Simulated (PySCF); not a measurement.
pentalene (C₈H₆), SMILES C1=CC2=CC=CC2=C1. Atoms are numbered in the order given.

```xyz
14

C     -0.0651    -2.1715     0.0000
C      1.0957    -1.4760     0.0000
C      0.7338    -0.0383     0.0000
C      1.2284     1.2184     0.0000
C      0.0651     2.1715     0.0000
C     -1.0957     1.4760     0.0000
C     -0.7338     0.0383     0.0000
C     -1.2284    -1.2184     0.0000
H     -0.1665    -3.2586     0.0000
H      2.1046    -1.8896     0.0000
H      2.2763     1.5276     0.0000
H      0.1665     3.2586     0.0000
H     -2.1046     1.8896     0.0000
H     -2.2763    -1.5276     0.0000
```

The structure is a stationary point at ωB97X-D3(BJ)/def2-SVP.

Method: HF/pcSseg-1 in PySCF.

GIAO shieldings, no solvent; atoms listed in one row are averaged. δ = σ(ref) − σ: ¹³C against TMS (σ = 192.6 ppm); ¹H against TMS (σ = 31.99 ppm), references at their B3LYP-D3(BJ)/def2-TZVP geometries, non-relativistic.

Computed chemical shifts:
```csv
nucleus,atoms,count,δ (ppm)
¹³C,"C3, C7",2,155.5
¹³C,"C1, C5",2,145.0
¹³C,"C4, C8",2,142.4
¹³C,"C2, C6",2,138.5
¹H,"H10, H13",2,5.92
¹H,"H11, H14",2,5.68
¹H,"H9, H12",2,5.59
```
